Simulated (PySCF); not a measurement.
PySCF input for Sn(H)2(Me)(OH) (CH₆OSn), SMILES [CH3][SnH2][OH], TDA-LC-ωPBE/def2-SVPD. Geometry optimised at r2SCAN-D4/def2-SVP. The def2 effective core potentials stand for the cores of Sn; spin–orbit coupling is left out. One conformer was computed; it need not be the lowest.

```python
import numpy as np
from pyscf import gto, scf, dft, tdscf

mol = gto.M(
    atom='''
    Sn   -0.07904737    0.27652438    0.07879924
    C     1.85351746   -0.67362175    0.12266846
    O    -1.42235824   -0.98487712   -0.70111124
    H    -0.14195484    1.58709571   -1.01906251
    H    -0.59495328    0.72718038    1.66081304
    H     1.84103227   -1.53799459    0.80232850
    H     2.61406455    0.04120805    0.47107134
    H     2.11812159   -1.01439231   -0.88859002
    H    -1.62618080   -1.70856891   -0.09364290
    ''',
    basis='def2-SVPD',
    ecp={'Sn': 'def2-svp'},
    charge=0,
    spin=0,
    max_memory=1600,
    verbose=4,
)
mf = dft.RKS(mol, xc='lc_wpbe').density_fit(auxbasis='def2-universal-jkfit')
mf.grids.level = 3
mf.conv_tol = 1e-9
mf.max_cycle = 100
mf.kernel()
mf.grids = dft.Grids(mol).set(level=1).build(with_non0tab=True)  # coarser grid for the response kernel
td = tdscf.TDA(mf)
td.singlet = True
td.nstates = 10
td.conv_tol = 1e-4
td.kernel(x0=td.get_init_guess(mf, 15))
td.analyze()
tt = tdscf.TDA(mf)
tt.singlet = False
tt.nstates = 4
tt.conv_tol = 1e-4
tt.kernel(x0=tt.get_init_guess(mf, 9))
tt.analyze(verbose=3)
```

It prints:

```
PySCF version 2.14.0

[INPUT] verbose = 4
[INPUT] num. atoms = 9
[INPUT] num. electrons = 42
[INPUT] charge = 0
[INPUT] spin (= nelec alpha-beta = 2S) = 0
[INPUT] symmetry False subgroup None
[INPUT] Mole.unit = angstrom
[INPUT] Symbol           X                Y                Z      unit          X                Y                Z       unit  Magmom
[INPUT]  1 Sn    -0.079047370000   0.276524380000   0.078799240000 AA   -0.149377880167   0.522555344965   0.148908982424 Bohr   0.0
[INPUT]  2 C      1.853517460000  -0.673621750000   0.122668460000 AA    3.502640366499  -1.272960619050   0.231809793522 Bohr   0.0
[INPUT]  3 O     -1.422358240000  -0.984877120000  -0.701111240000 AA   -2.687867524618  -1.861148023150  -1.324908226454 Bohr   0.0
[INPUT]  4 H     -0.141954840000   1.587095710000  -1.019062510000 AA   -0.268255769656   2.999176225372  -1.925749047712 Bohr   0.0
[INPUT]  5 H     -0.594953280000   0.727180380000   1.660813040000 AA   -1.124298756112   1.374171761357   3.138481789706 Bohr   0.0
[INPUT]  6 H      1.841032270000  -1.537994590000   0.802328500000 AA    3.479046776786  -2.906388556163   1.516181126933 Bohr   0.0
[INPUT]  7 H      2.614064550000   0.041208050000   0.471071340000 AA    4.939866071434   0.077871928627   0.890195817732 Bohr   0.0
[INPUT]  8 H      2.118121590000  -1.014392310000  -0.888590020000 AA    4.002669703628  -1.916923648765  -1.679191774822 Bohr   0.0
[INPUT]  9 H     -1.626180800000  -1.708568910000  -0.093642900000 AA   -3.073036341026  -3.228727304847  -0.176959434510 Bohr   0.0

nuclear repulsion = 142.148816857105
number of shells = 53
number of NR pGTOs = 190
number of NR cGTOs = 123
basis = def2-SVPD
ecp = {'Sn': 'def2-svp'}


[settings echo left out]
init E= -307.425198919623
  HOMO = -0.795907872863413  LUMO = -0.57595166122778  gap/eV = 5.98531
cycle= 1 E= -330.045670230223  delta_E= -22.6  |g|= 2.32  |ddm|= 9.05
  HOMO = -0.178305874448234  LUMO = 0.0630649423892464  gap/eV = 6.56803
cycle= 2 E= -330.692038610678  delta_E= -0.646  |g|= 1.67  |ddm|= 7.91
  HOMO = -0.373553017430769  LUMO = 0.0629200627574875  gap/eV = 11.87704
cycle= 3 E= -331.116831221841  delta_E= -0.425  |g|= 0.173  |ddm|=  2.2
  HOMO = -0.37236666728818  LUMO = 0.060553845855019  gap/eV = 11.78037
cycle= 4 E= -331.11910017681  delta_E= -0.00227  |g|= 0.149  |ddm|= 0.332
  HOMO = -0.394402460121025  LUMO = 0.0588550403053143  gap/eV = 12.33376
cycle= 5 E= -331.123278170567  delta_E= -0.00418  |g|= 0.0122  |ddm|= 0.12
  HOMO = -0.392026576560063  LUMO = 0.0595233983451273  gap/eV = 12.28730
cycle= 6 E= -331.12333436257  delta_E= -5.62e-05  |g|= 0.00436  |ddm|= 0.0292
  HOMO = -0.392656115723579  LUMO = 0.0594683296609129  gap/eV = 12.30293
cycle= 7 E= -331.123342359244  delta_E= -8e-06  |g|= 0.00143  |ddm|= 0.0115
  HOMO = -0.392576409698851  LUMO = 0.0594475767714353  gap/eV = 12.30020
cycle= 8 E= -331.123343279884  delta_E= -9.21e-07  |g|= 0.000249  |ddm|= 0.00333
  HOMO = -0.392569259195252  LUMO = 0.0594475134200682  gap/eV = 12.30000
cycle= 9 E= -331.123343331315  delta_E= -5.14e-08  |g|= 4.57e-05  |ddm|= 0.00114
  HOMO = -0.392567111404777  LUMO = 0.0594480361201981  gap/eV = 12.29996
cycle= 10 E= -331.123343333632  delta_E= -2.32e-09  |g|= 1.07e-05  |ddm|= 0.000226
  HOMO = -0.392567487170041  LUMO = 0.0594473953582152  gap/eV = 12.29995
cycle= 11 E= -331.123343333754  delta_E= -1.22e-10  |g|= 3.04e-06  |ddm|= 5.31e-05
  HOMO = -0.392567190013992  LUMO = 0.0594474123231686  gap/eV = 12.29994
Extra cycle  E= -331.123343333764  delta_E= -1.03e-11  |g|= 1.27e-06  |ddm|= 9.63e-06
converged SCF energy = -331.123343333764
tot grids = 33224


******** <class 'pyscf.tdscf.rks.TDA'> for <class 'pyscf.df.df_jk.DFRKS'> ********
nstates = 10 singlet
deg_eia_thresh = 1.000e-03
wfnsym = None
conv_tol = 0.0001
eigh lindep = 1e-12
eigh level_shift = 0
eigh max_cycle = 100


Excitation energies (eV)
[6.67666332 7.70249392 8.03063136 8.1241381  8.39396545 8.41458988
 8.68276485 8.84682532 9.11940912 9.19243714]

** Singlet excitation energies and oscillator strengths **
Excited State   1:      6.67666 eV    185.70 nm  f=0.0293
      19 -> 22       -0.14459
      21 -> 22       -0.52799
      21 -> 23       -0.36607
Excited State   2:      7.70249 eV    160.97 nm  f=0.0589
      20 -> 22       -0.52752
      20 -> 23       -0.36722
      21 -> 23       -0.12759
Excited State   3:      8.03063 eV    154.39 nm  f=0.0472
      19 -> 23        0.15348
      21 -> 22        0.34345
      21 -> 23       -0.50890
      21 -> 25        0.10775
Excited State   4:      8.12414 eV    152.61 nm  f=0.0668
      19 -> 22        0.40796
      19 -> 23        0.30839
      21 -> 22       -0.22796
      21 -> 24        0.20888
      21 -> 25       -0.31909
Excited State   5:      8.39397 eV    147.71 nm  f=0.1111
      18 -> 22        0.35454
      18 -> 23        0.31186
      19 -> 22        0.11552
      20 -> 23       -0.16323
      20 -> 24        0.15254
      21 -> 24       -0.36041
      21 -> 25       -0.10993
      21 -> 32       -0.10244
Excited State   6:      8.41459 eV    147.34 nm  f=0.2758
      18 -> 22       -0.23201
      18 -> 23       -0.17321
      19 -> 22        0.18605
      20 -> 22       -0.18099
      20 -> 23        0.25800
      21 -> 24       -0.45850
Excited State   7:      8.68276 eV    142.79 nm  f=0.0592
      18 -> 22        0.20590
      20 -> 22       -0.20587
      20 -> 23        0.24919
      20 -> 24       -0.15166
      20 -> 25       -0.29964
      21 -> 26        0.40007
Excited State   8:      8.84683 eV    140.15 nm  f=0.2868
      18 -> 24        0.12363
      19 -> 22        0.15412
      20 -> 22        0.21260
      20 -> 23       -0.25530
      20 -> 24       -0.48688
      21 -> 24       -0.10335
      21 -> 25        0.17681
      21 -> 26        0.11578
Excited State   9:      9.11941 eV    135.96 nm  f=0.1286
      18 -> 22        0.19600
      19 -> 23        0.25772
      19 -> 32        0.11158
      20 -> 22       -0.10383
      21 -> 25        0.37676
      21 -> 26       -0.34133
Excited State  10:      9.19244 eV    134.88 nm  f=0.0041
      18 -> 24       -0.15352
      19 -> 22        0.18970
      19 -> 24        0.19487
      19 -> 26        0.10465
      20 -> 24        0.25494
      20 -> 25        0.10661
      21 -> 23        0.10729
      21 -> 25        0.34728
      21 -> 26        0.32038

** Transition electric dipole moments (AU) **
state          X           Y           Z        Dip. S.      Osc.
  1        -0.2859      0.2711      0.1541      0.1790      0.0293
  2        -0.3330     -0.3706     -0.2528      0.3121      0.0589
  3         0.4477      0.0045      0.1981      0.2397      0.0472
  4         0.5145     -0.1828     -0.1937      0.3356      0.0668
  5        -0.1178      0.5794      0.4364      0.5401      0.1111
  6        -1.1045      0.3341      0.0797      1.3380      0.2758
  7         0.0805     -0.0108      0.5213      0.2784      0.0592
  8        -0.4191      0.5378     -0.9265      1.3232      0.2868
  9         0.0804      0.0693      0.7512      0.5755      0.1286
 10        -0.0351     -0.1217      0.0475      0.0183      0.0041

WARN: ECP detected. Skipping calculation of transition velocity and magnetic dipole moments, which have not yet been implemented.



******** <class 'pyscf.tdscf.rks.TDA'> for <class 'pyscf.df.df_jk.DFRKS'> ********
nstates = 4 triplet
deg_eia_thresh = 1.000e-03
wfnsym = None
conv_tol = 0.0001
eigh lindep = 1e-12
eigh level_shift = 0
eigh max_cycle = 100


Excitation energies (eV)
[6.09362881 6.85208777 7.03371743 7.24977734]

** Triplet excitation energies and oscillator strengths **
Excited State   1:      6.09363 eV    203.47 nm  f=0.0000
Excited State   2:      6.85209 eV    180.94 nm  f=0.0000
Excited State   3:      7.03372 eV    176.27 nm  f=0.0000
Excited State   4:      7.24978 eV    171.02 nm  f=0.0000
```

The run converged.
